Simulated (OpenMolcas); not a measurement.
OpenMolcas run: Mn4+

Mn4+ with its 6 nearest chloride ions at 2.344 Å, on the Zr site of Cs2ZrCl6 (a = 10.407 Å, distance in the model lattice 2.446 Å). The rest of the host is ab initio model potentials to 7.6 Å and point charges beyond; the distance is set by hand and nothing relaxes. Ligand basis ANO-RCC-VDZP.

Input, with the lattice sites abridged:

```
&GATEWAY
Basis set
Mn.ANO-RCC-VTZP.
Mn1 0.0 0.0 0.0 Angstrom
End of basis
Basis set
Cl.ANO-RCC-VDZP.
L1 2.344000 0.000000 0.000000 Angstrom
L2 0.000000 2.344000 0.000000 Angstrom
L3 0.000000 0.000000 2.344000 Angstrom
End of basis
Basis set
Cs.EMB-AIMP.Seijo.0s.0s.ECP.Cs2ZrCl6.
PseudoCharge
* 4 symmetry-unique lattice sites within 7.6 angstrom
End of basis
Basis set
Cl.EMB-AIMP.Seijo.0s.0s.ECP.Cs2ZrCl6.
PseudoCharge
* 12 symmetry-unique lattice sites within 7.6 angstrom
End of basis
Basis set
Zr.EMB-AIMP.Seijo.0s.0s.ECP.Cs2ZrCl6.
PseudoCharge
* 6 symmetry-unique lattice sites within 7.6 angstrom
End of basis
Symmetry
XYZ
AngMom=0.0 0.0 0.0
AMFI
RICD
XField
1385 Angstrom 0
* Evjen-weighted lattice charges
&SEWARD
* reference wave functions (RASSCF and RASSI steps not shown): 3 electrons in 5 orbitals (3d)
>>> COPY JOB001 $Project.JobIph
&CASPT2
Multistate=10 1 2 3 4 5 6 7 8 9 10
NoMult
Frozen=17 18
IPEA=0.25
Imaginary=0.1
MaxIter=60
WThr=0.0 0.3 0.05
PrWF=0.5
NoMix
>>> COPY JOB002 $Project.JobIph
&CASPT2
Multistate=40 1 2 3 4 5 6 7 8 9 10 11 12 13 14 15 16 17 18 19 20 21 22
23 24 25 26 27 28 29 30 31 32 33 34 35 36 37 38 39 40
NoMult
Frozen=17 18
IPEA=0.25
Imaginary=0.1
MaxIter=60
WThr=0.0 0.3 0.05
PrWF=0.5
NoMix
```

Launched by
```bash
OMP_NUM_THREADS=1 MOLCAS_MEM=2457 MOLCAS_PROJECT=a pymolcas a.inp > a.log  # once for each step of the input, in one work folder
```

Output, cut to the results:

```
--- CASPT2 ---
Orbital specifications:
      -----------------------

      Symmetry species                           1   2
                                                ag  au
      Frozen orbitals                           17  18
      Inactive orbitals                         13  15
      Active orbitals                            5   0
      Secondary orbitals                        49  50
      Deleted orbitals                           0   0
      Number of basis functions                 84  83
Type of calculation                        SS-CASPT2
      Fock operator                              state-specific
      IPEA shift                                 0.25
      Real shift                                 0.00
      Imaginary shift                            0.10
      The input orbitals will be transformed to quasi-canonical
Reference energy:       -3923.0616369646
      E2 (Non-variational):      -1.6331154950
      Shift correction:          -0.0035151124
      E2 (Variational):          -1.6366306073
      Total energy:           -3924.6982675720
      Residual norm:              0.0000002871
      Reference weight:           0.60951
      Contributions to the CASPT2 correlation energy
      Active & Virtual Only:         -0.0212222950
      One Inactive Excited:          -0.2686610793
      Two Inactive Excited:          -1.3432321207
Reference energy:       -3922.9911951019
      E2 (Non-variational):      -1.5732850600
      Shift correction:          -0.0039902726
      E2 (Variational):          -1.5772753325
      Total energy:           -3924.5684704344
      Residual norm:              0.0000007598
      Reference weight:           0.61091
      Contributions to the CASPT2 correlation energy
      Active & Virtual Only:         -0.0174192012
      One Inactive Excited:          -0.2522177457
      Two Inactive Excited:          -1.3036481131
::    CASPT2 Root  1     Total energy:  -3924.69826757
::    CASPT2 Root  2     Total energy:  -3924.56847043
::    CASPT2 Root  3     Total energy:  -3924.56828257
::    CASPT2 Root  4     Total energy:  -3924.56836966
::    CASPT2 Root  5     Total energy:  -3924.54412233
::    CASPT2 Root  6     Total energy:  -3924.54410229
::    CASPT2 Root  7     Total energy:  -3924.54409843
::    CASPT2 Root  8     Total energy:  -3924.41468601
::    CASPT2 Root  9     Total energy:  -3924.41437401
::    CASPT2 Root 10     Total energy:  -3924.41475705
--- CASPT2 ---
Orbital specifications:
      -----------------------

      Symmetry species                           1   2
                                                ag  au
      Frozen orbitals                           17  18
      Inactive orbitals                         13  15
      Active orbitals                            5   0
      Secondary orbitals                        49  50
      Deleted orbitals                           0   0
      Number of basis functions                 84  83
Type of calculation                        SS-CASPT2
      Fock operator                              state-specific
      IPEA shift                                 0.25
      Real shift                                 0.00
      Imaginary shift                            0.10
      The input orbitals will be transformed to quasi-canonical
Reference energy:       -3922.9659345020
      E2 (Non-variational):      -1.6757305427
      Shift correction:          -0.0037978144
      E2 (Variational):          -1.6795283571
      Total energy:           -3924.6454628591
      Residual norm:              0.0000002694
      Reference weight:           0.59970
      Contributions to the CASPT2 correlation energy
      Active & Virtual Only:         -0.0273689364
      One Inactive Excited:          -0.2828435618
      Two Inactive Excited:          -1.3655180444
Reference energy:       -3922.9659345020
      E2 (Non-variational):      -1.6755597518
      Shift correction:          -0.0038056248
      E2 (Variational):          -1.6793653767
      Total energy:           -3924.6452998786
      Residual norm:              0.0000002431
      Reference weight:           0.59966
      Contributions to the CASPT2 correlation energy
      Active & Virtual Only:         -0.0273682019
      One Inactive Excited:          -0.2826768613
      Two Inactive Excited:          -1.3655146886
::    CASPT2 Root  1     Total energy:  -3924.64546286
::    CASPT2 Root  2     Total energy:  -3924.64529988
::    CASPT2 Root  3     Total energy:  -3924.64339742
::    CASPT2 Root  4     Total energy:  -3924.64333519
::    CASPT2 Root  5     Total energy:  -3924.64330986
::    CASPT2 Root  6     Total energy:  -3924.59590149
::    CASPT2 Root  7     Total energy:  -3924.59830145
::    CASPT2 Root  8     Total energy:  -3924.59836011
::    CASPT2 Root  9     Total energy:  -3924.54327972
::    CASPT2 Root 10     Total energy:  -3924.56495973
::    CASPT2 Root 11     Total energy:  -3924.56936911
::    CASPT2 Root 12     Total energy:  -3924.56926237
::    CASPT2 Root 13     Total energy:  -3924.52965799
::    CASPT2 Root 14     Total energy:  -3924.52964409
::    CASPT2 Root 15     Total energy:  -3924.53027306
::    CASPT2 Root 16     Total energy:  -3924.52224285
::    CASPT2 Root 17     Total energy:  -3924.52422607
::    CASPT2 Root 18     Total energy:  -3924.52073535
::    CASPT2 Root 19     Total energy:  -3924.52071606
::    CASPT2 Root 20     Total energy:  -3924.52054169
::    CASPT2 Root 21     Total energy:  -3924.48518658
::    CASPT2 Root 22     Total energy:  -3924.48501612
::    CASPT2 Root 23     Total energy:  -3924.48515463
::    CASPT2 Root 24     Total energy:  -3924.48723648
::    CASPT2 Root 25     Total energy:  -3924.39936682
::    CASPT2 Root 26     Total energy:  -3924.39906339
::    CASPT2 Root 27     Total energy:  -3924.39909142
::    CASPT2 Root 28     Total energy:  -3924.43030716
::    CASPT2 Root 29     Total energy:  -3924.43034146
...
```

Spin-orbit levels above the lowest (labels of O, the rotations of Oh), with the averaged single-state CASPT2 energies on the diagonal:

```csv
E (cm-1),Degeneracy,Label,2S+1,g
0,4,Γ8,4,
11600,4,Γ8,2,
12020,4,Γ8,2,
12140,2,,2,0.68 0.68 0.68
22090,2,,2,0.12 0.12 0.12
22130,4,Γ8,2,
28260,4,Γ8,4 (64 %),
28300,2,,4 (87 %),2.31 2.31 2.31
28590,4,Γ8,4,
28610,2,,4,2.40 2.40 2.40
28780,2,,2 (87 %),1.32 1.32 1.32
28780,4,Γ8,2 (64 %),
33650,2,,4 (61 %),2.90 2.90 2.90
33830,2,,4,1.85 1.85 1.85
33840,4,Γ8,4,
33870,4,Γ8,4,
34260,2,,2 (61 %),2.67 2.67 2.67
36730,2,,2,0.48 0.48 0.48
37100,4,Γ8,2,
38410,4,Γ8,2,
```

Roots that are degenerate in the reference are averaged as groups; the widest CASPT2 spread within a group is 1900 cm-1 (the 3-fold group of multiplicity 2 near 76800 cm-1 above the lowest state of its run). Shifts and gaps below about the spread of the groups concerned are not significant. Over all roots computed the reference weight is 0.57 to 0.61; a low but even weight reflects the number of correlated electrons. The least metal-like active orbital is 68 % on the metal (Löwdin) and no ligand orbital is active, so the numbers are rough. Ligand-to-metal charge-transfer states are missing. With no ligand orbital active B as a rule stays too high, so bands that hang on it stand too high and its fall with covalency is understated. With one d shell and no ligand orbital active, 10Dq can be off by a tenth or more. No measured value stands beside these numbers; the geometry was set by hand and not optimised.

The CASPT2 steps took 4.8 min on 1 thread of Arm Neoverse V1, on a shared host; the integral step is not counted.
